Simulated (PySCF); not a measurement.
CH4N (SMILES [CH2-]N), charge -1, singlet, geometry from GFN2-xTB (in this run its highest filled SCF level lies above zero, so its values depend strongly on the basis, on diffuse functions most of all). Base run: WB97X/def2-SVP, TDDFT run with PySCF.

PySCF was given this input:
```python
from pyscf import gto, scf, dft, tdscf

mol = gto.M(
    atom='''
C    -0.08198403    0.82858640   -0.00681169
N     0.04689124   -0.73190230    0.00619811
H    -0.49812098   -1.02854792    0.82390464
H    -0.50963896   -1.04302318   -0.79826373
H     0.59202741    1.11962037    0.87526805
H     0.57939804    1.10374838   -0.90342560
''',
    basis='def2-svp',
    charge=-1,
    verbose=3,
)

mf = dft.RKS(mol)
mf.xc = 'wb97x'
mf.kernel()
td = mf.TDDFT()
td.nstates = 5
td.kernel()
td.analyze()
```

Variants of this job, named by their change:

| change | first excitation (eV) | oscillator strength of the first | second (eV) | core-seconds (rough) |
|---|---|---|---|---|
| base | 3.48 | 0.005 | 4.72 | 30 |
| functional = b3lyp | 2.52 | 0.002 | 4.03 | 20 |
| functional = pbe | 2.09 | 0.001 | 3.68 | 10 |
| response = Tamm-Dancoff | 3.51 | 0.006 | 4.75 | 20 |
| guess vectors = 13 for 5 states | 3.48 | 0.005 | 4.72 | 30 |
| basis = aug-cc-pVDZ | 1.52 | 0.019 | 1.93 | 100 |
| nstates = 10 | 3.48 | 0.005 | 4.72 | 40 |
| basis = def2-TZVP | 3.04 | 0.007 | 4.28 | 100 |
| basis = 6-31G | 3.73 | 0.002 | 5.39 | 10 |
| conv_tol = 1e-3 | 3.48 | 0.005 | 4.72 | 20 |
| states = triplets; response = Tamm-Dancoff | 3.22 | - | 4.43 | 20 |

An iterative solver can miss low states, so a row lists the states that it found.
